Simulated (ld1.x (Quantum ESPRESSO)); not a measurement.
**Before and after: TM potential for carbon (C)**

ld1.x (Quantum ESPRESSO) 7.5 input, shortened:

```
&input
   title='C', zed=6., rel=1, dft='PBESOL', iswitch=3,
   config='[He] 2s2 2p2'
 /
 &inputp
   pseudotype=2, tm=.true., lloc=-1, rcloc=2.50,
   nlcc=.true., new_core_ps=.true.
 /
2
2S  1  0   2.00   0.00  0.95  0.95  0.0
2P  2  1   2.00   0.00  2.55  2.55  0.0
 &test
   configts(1)='2s2 2p2'
 /
```

Change: wave 2s (bound): rc 0.95 bohr becomes 2s (bound): rc 0.90 bohr.

Cutoffs: the cutoffs (Ry, on a coarse ladder) from which the occupation-weighted sum of valence levels, in a spherical-Bessel basis at the reference potential, stays within 10 and 1 mRy of its value at 400 Ry; they do not see the model core or the augmentation charge, which bear on the density cutoff. Errors are all-electron minus pseudo energies relative to the spin-unpolarised reference configuration.

Predict the effect on cutoff, ghosts and configuration errors.

The potential gets harder (35 Ry and 90 Ry → 40 Ry and 110 Ry); the errors of the 7 common tests hardly move; neither file shows a bound ghost. A smaller radius makes the pseudo-wave follow the all-electron one further in, where it bends more sharply, so more plane waves are needed.

```csv
quantity,base,changed
"cutoff, loose",35 Ry,40 Ry
"cutoff, tight",90 Ry,110 Ry
bound ghosts,none,none
"error for 2s2 2p1, meV [ΔE 10.79 eV]",+72,+72
"error for 2s2 2p0, meV [ΔE 34.81 eV]",+677,+679
"error for 2s1 2p0, meV [ΔE 82.77 eV]",+1356,+1355
"error for 2s1 2p3, meV [ΔE 8.43 eV]",-16,-16
"error for 2s1 2p2, meV [ΔE 19.50 eV]",-78,-79
"error for 2s2 2p1.5, meV [ΔE 3.93 eV]",+9.6,+9.7
"error for 2s0 2p4, meV [ΔE 16.87 eV]",-63,-64
s: phases at 2.76 bohr within 0.05 rad from the reference energy up to (Ry; the scan ends near 5),0.8,0.8
p: phases at 2.76 bohr within 0.05 rad from the reference energy up to (Ry; the scan ends near 5),0.9,0.9
```
